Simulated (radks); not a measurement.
The numbers below are computed, except where a source is named.
Ionisation of the germanium ion Ge23+, [He] 2s2 2p5, to Ge24+, [He] 2s2 2p4, under several functionals. Dirac Kohn-Sham, spin-unpolarised, spherical densities, point nucleus; open shells fill j = l - 1/2 first; a radial shooting solver on a logarithmic mesh with Libxc functionals. The NIST Atomic Spectra Database gives 2304 eV (semi-empirical). Rank these functionals by the error of their Delta-SCF ionisation energy: B86b exchange with PBE correlation; exchange-only PBE; LDA (Slater exchange, VWN5 correlation).

Answer. From best to worst: exchange-only PBE 2307.5 eV (+3.5); LDA (Slater exchange, VWN5 correlation) 2307.7 eV (+3.7); B86b exchange with PBE correlation 2309.5 eV (+5.5). Spin polarisation and multiplet splitting are left out, so open shells lie too high by an amount that depends on their filling.

Beside tabulated values, note that spin-unpolarised runs miss the spin-polarisation part of the exchange energy of open shells.
